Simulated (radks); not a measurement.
Problem. These are the eigenvalues of the occupied orbitals of an atom or ion with whole-number occupations (hartree). Method: Dirac Kohn-Sham, exchange-only PBE, spin-unpolarised, spherical densities, finite nucleus; Fermi nuclear charge, rms radius of each element as measured or else 0.836 A^(1/3) + 0.57 fm; computed with a radial shooting solver on a logarithmic mesh with Libxc functionals.

1s1/2: -91.46031
2s1/2: -10.64892
2p1/2: -8.67038
2p3/2: -8.62309
3s1/2: -2.93692

Which element is it, and in what charge state? The configuration may be excited. Open shells, if any, fill j = l - 1/2 first.

Solution. Z = 16, sulfur, charge +5: S5+ in [Ne] 3s1. The list shows which subshells hold electrons but not how many an open one holds; the 1s level, -91.46 hartree, gives Z - s = 13.5 by -(Z - s)^2/2, which with screening and relativity narrows Z to a few neighbours, and the depths of the outer levels then fix element, charge and occupations together.
